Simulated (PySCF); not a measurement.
This PySCF input asks for the NMR shieldings of `[SiH2](C(CC)([SiH3])CC)[SiH3]`, C5H18Si3; the geometry comes from GFN2-xTB.

```python
import basis_set_exchange as bse
import numpy as np
from pyscf import gto, dft
from pyscf.prop import nmr

atoms = """
C    -2.609326   -0.939304   -0.519998
C    -1.121250   -1.085743   -0.820434
C    -0.174179   -0.354118    0.142605
Si   -0.372965   -1.023908    1.926365
C    -0.438621    1.159186    0.183856
C    -0.325431    1.875812   -1.157802
Si    1.626436   -0.706502   -0.445963
Si    3.183889    0.718271    0.481777
H    -3.189877   -1.495940   -1.253594
H    -2.847218   -1.328171    0.467000
H    -2.920018    0.101270   -0.565721
H    -0.940428   -0.740618   -1.842188
H    -0.869343   -2.149877   -0.802325
H    -0.329588   -2.486274    1.914664
H     0.714013   -0.501034    2.758553
H    -1.636970   -0.588081    2.527834
H    -1.435563    1.348163    0.592834
H     0.275266    1.615956    0.877518
H     0.662361    1.736869   -1.592176
H    -1.066711    1.508065   -1.862490
H    -0.490772    2.943426   -1.023969
H     1.649786   -0.653441   -1.921344
H     1.902709   -2.124872   -0.155858
H     3.014650    0.921247    1.923843
H     4.546336    0.213908    0.295706
H     3.171767    2.058323   -0.115418
"""
names = dict.fromkeys(["C", "Si", "H"], "pcSseg-1")
basis = {el: gto.basis.parse(bse.get_basis(n, elements=[el], fmt="nwchem")) for el, n in names.items()}
mol = gto.M(atom=atoms, basis=basis, charge=0, verbose=0)
mf = dft.RKS(mol, xc="PBE0")
mf.grids.level = 2
mf.grids.alignment = dft.numint.BLKSIZE   # the property module wants whole blocks of grid points
mf.conv_tol = 1e-9
mf.kernel()

calc = nmr.RKS(mf)   # GIAO
C = mf.mo_coeff
Co = C[:, mf.mo_occ > 0]
resp = mf.gen_response(singlet=True, hermi=2)
def vind(x):   # induced exchange potential for any number of trial vectors
    d = np.einsum("pi,xij,qj->xpq", C, 2 * x.reshape(-1, C.shape[1], Co.shape[1]), Co, optimize=True)
    return np.einsum("xpq,pi,qj->xij", resp(d - d.transpose(0, 2, 1)), C, Co, optimize=True).ravel()
mo1, _ = nmr.rhf.solve_mo1(calc, with_cphf=vind)
sigma = calc.kernel(mo1)
for i, s in enumerate(sigma):   # ppm
    print("%2d %-2s %9.2f" % (i, mol.atom_pure_symbol(i), np.trace(s) / 3))
```

Question: What does it print?

Answer: 
```
 0 C     175.09
 1 C     158.18
 2 C     170.73
 3 Si    411.46
 4 C     160.46
 5 C     174.80
 6 Si    411.07
 7 Si    471.78
 8 H      30.64
 9 H      30.88
10 H      30.57
11 H      29.85
12 H      30.16
13 H      28.01
14 H      27.94
15 H      27.81
16 H      29.85
17 H      30.42
18 H      30.99
19 H      30.50
20 H      30.64
21 H      27.75
22 H      27.90
23 H      28.21
24 H      28.39
25 H      28.30
```

These numbers come from an equivalent density-fitted implementation of the same equations, which agrees with the script to about 0.01 ppm for H and up to a few tenths of a ppm for heavy atoms, so last digits may differ.

Question: Turn these shieldings into chemical shifts. δ = σ(ref) − σ, references computed at the same level: 13C (186.93 ppm) and 29Si (349.16 ppm) and 1H (31.72 ppm) vs TMS.

Answer: Averaging equivalent atoms: C 1/4: 27.6; C 2: 16.2; C 0/5: 12.0; Si 6: -61.9; Si 3: -62.3; Si 7: -122.6; H 21/22: 3.89; H 13/14/15: 3.80; H 23/24/25: 3.42; H 12/16: 1.71; H 11/17: 1.58; H 8/9/10/18/19/20: 1.01 ppm. 

Size and cost of the density-fitted run: 247 basis functions, 72 s wall time on 1 thread of an Intel Xeon Platinum 8375C, shared host; peak memory 1.2 GiB.
